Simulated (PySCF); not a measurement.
An unknown gives this computed stick spectrum. Computed with PySCF, TDDFT PBE0/def2-SVPD, vertical, gas phase, core orbitals frozen in the response. Geometries: GFN2-xTB, one conformer each.

| state | ν̃ (cm⁻¹) | f | main configurations (H = HOMO, L = LUMO) |
| --- | --- | --- | --- |
| S1 | 43260 | 0.0001 | H-1→L (96%) |
| S2 | 45060 | 0.0003 | H-2→L (95%) |
| S3 | 45360 | 0.202 | H→L (96%) |
| S4 | 55870 | 0.0057 | H→L+1 (97%) |
| S5 | 57810 | 0.0000 | H-3→L (96%) |
| S6 | 62270 | 0.0002 | H-4→L (96%) |
| S7 | 62430 | 0.0053 | H-1→L+1 (97%) |
| S8 | 63540 | 0.0038 | H→L+2 (76%), H→L+3 (19%) |

Orbital energies (eV): HOMO-3 -10.09, HOMO-2 -8.59, HOMO-1 -8.40, HOMO -7.57, LUMO -1.34, LUMO+1 0.41, LUMO+2 1.39.

Task: Which candidate is it? All have the formula C5H11B.
A. `CC(=C)CCB`
B. `CBC/C=C\C`
C. `C=C(C)B(C)C`

Result: C. Its S1, at 5.36 eV, is the highest among the candidates; the nearest of the others has S1 at 4.76 eV. S1 is HOMO-1→LUMO (96%). Löwdin shares by element: HOMO carbon 79% or more, boron 5% (atoms not listed hold the other 16%); LUMO carbon 49% or more, boron 27% (atoms not listed hold the other 23%). At the same level the other candidates give, for their lowest levels:
- `BCCC(=C)C`: 4.76 eV (f 0.004); 5.79 eV (f 0.001); 5.94 eV (f 0.000); 6.62 eV (f 0.007); 7.06 eV (f 0.313); T1 4.36 eV; HOMO -7.06, LUMO -1.36 eV
- `CBC/C=C\C`: 4.58 eV (f 0.007); 6.10 eV (f 0.001); 6.30 eV (f 0.006); 6.60 eV (f 0.001); 6.86 eV (f 0.024); T1 4.11 eV; HOMO -6.69, LUMO -0.87 eV

Shape of the structure used: `[CH2:1]=[C:2]([CH3:3])[B:4]([CH3:5])[CH3:6]`: C1–C2–B4–C5 0°.
Triplets come from the Tamm–Dancoff approximation.
